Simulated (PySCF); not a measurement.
A side-by-side comparison of computed properties.

First species: C6H6O3S.
Z-matrix (Å and degrees, PBE0-D3(BJ)/def2-SVP geometry), rows numbered from 1:
```
O 
S   1  1.4526
O   2  1.4434  1  122.76
O   2  1.6247  1  106.93  3   121.83
C   2  1.7696  1  108.76  3  -128.46
C   5  1.3940  2  118.87  1   163.53
C   6  1.3918  5  118.64  2   179.30
C   7  1.3958  6  120.11  5     0.32
C   8  1.3947  7  120.47  6     0.27
C   9  1.3929  8  120.06  7    -0.38
H   4  0.9692  2  107.62  1    19.55
H   6  1.0916  5  119.70  2    -1.51
H   7  1.0921  6  119.74  5   179.84
H   8  1.0924  7  119.76  6   179.76
H   9  1.0921  8  120.19  7   179.13
H  10  1.0918  5  119.63  2     1.73
```

Second species: Phenylhydrazine, C6H8N2.
InChI=1S/C6H8N2/c7-8-6-4-2-1-3-5-6/h1-5,8H,7H2

Levels: wB97X-D/def2-SVPD for dipole moment, HOMO energy, LUMO energy, HOMO–LUMO gap, static isotropic polarisability and electronic spatial extent ⟨r²⟩ about the centre of nuclear charge; TDDFT wB97X-D/def2-SVPD for lowest singlet excitation; TDA wB97X-D/def2-SVPD for lowest triplet excitation (Tamm–Dancoff); ΔSCF wB97X-D/def2-SVPD for vertical ionisation energy; PBE0-D3(BJ)/def2-SVP for rotational constant A and rotational constant C. Geometries: PBE0-D3(BJ)/def2-SVP. Each species is one conformer at its optimised geometry, gas phase, non-relativistic unless stated. Electronic properties by PySCF.

Dipoles, sizes and rotational constants follow the conformer. The torsions of the flexible species, by atom-mapped SMILES:
- `[O:1]=[S:2](=[O:3])([OH:4])[c:5]1[cH:6][cH:7][cH:8][cH:9][cH:10]1`: O1–S2–C5–C6 164°, H–O4–S2–O1 20°
- `[NH2:1][NH:2][c:3]1[cH:4][cH:5][cH:6][cH:7][cH:8]1`: N1–N2–C3–C4 -12°, H–N1–N2–C3 73°, H–N1–N2–C3 -48°

Values for the first species:

* Dipole moment: 5.03 D
* HOMO energy: -9.93 eV
* LUMO energy: 0.14 eV
* HOMO–LUMO gap: 10.07 eV
* Lowest singlet excitation: 5.37 eV
* Lowest triplet excitation (Tamm–Dancoff): 4.12 eV
* Static isotropic polarisability: 97.2 au
* Vertical ionisation energy: 10.01 eV
* Electronic spatial extent ⟨r²⟩ about the centre of nuclear charge: 1580 bohr²
* Rotational constant A: 2.618 GHz
* Rotational constant C: 0.729 GHz

(1) Estimate the same properties for the second species, and the change in each.

## Answers

(1) 
| property | first | second | second less first |
| --- | --- | --- | --- |
| dipole moment | 5.03 D | 0.57 D | -4.46 D |
| HOMO energy | -9.93 eV | -7.60 eV | +2.33 eV |
| LUMO energy | 0.14 eV | 1.52 eV | +1.38 eV |
| HOMO–LUMO gap | 10.07 eV | 9.12 eV | -0.95 eV |
| lowest singlet excitation | 5.37 eV | 4.80 eV | -0.57 eV |
| lowest triplet excitation (Tamm–Dancoff) | 4.12 eV | 3.90 eV | -0.22 eV |
| static isotropic polarisability | 97.2 au | 88.3 au | -8.9 au |
| vertical ionisation energy | 10.01 eV | 7.70 eV | -2.31 eV |
| electronic spatial extent ⟨r²⟩ about the centre of nuclear charge | 1580 bohr² | 985 bohr² | -595 bohr² |
| rotational constant A | 2.618 GHz | 5.037 GHz | +2.419 GHz |
| rotational constant C | 0.729 GHz | 1.182 GHz | +0.453 GHz |

On the first: The principal polarisabilities are 66.8, 101.4 and 123.3 au; their mean is the isotropic value. The vertical singlet–triplet gap S1 − T1 is 1.25 eV (TDDFT singlet less Tamm–Dancoff triplet; S1: HOMO→LUMO, weight 0.57, beside HOMO−1→LUMO+1, weight 0.30; T1: HOMO−1→LUMO, weight 0.54, beside HOMO→LUMO+1, weight 0.28).

On the second: The vertical singlet–triplet gap S1 − T1 is 0.90 eV (TDDFT singlet less Tamm–Dancoff triplet; S1: HOMO→LUMO, weight 0.88; T1: HOMO→LUMO, weight 0.60). No computed singlet falls in the visible range (750 to 380 nm, 1.65 to 3.26 eV); S1 lies 1.54 eV above its blue end.
